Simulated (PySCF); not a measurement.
Vertical excitations of a molecule C4H6OSe from TDDFT-PBE/def2-SVPD (PySCF 2.14.0), as energy in eV (oscillator strength): 3.81 (0.002), 4.56 (0.010), 4.61 (0.030), 5.11 (0.061), 5.25 (0.025), 5.52 (0.010), 5.62 (0.004), 5.73 (0.006), 6.04 (0.010), 6.30 (0.011). Lowest triplet (TDA): 3.43 eV. Geometry optimised at B3LYP-D3(BJ)/def2-SVP. The values are those of a single conformer.

Which molecule gave these data?
A) O=C[Se]C1CC1
B) C=C1OCC[Se]1
C) CC1=COC[Se]1
D) C1=C[Se]CCO1

D, C1=C[Se]CCO1
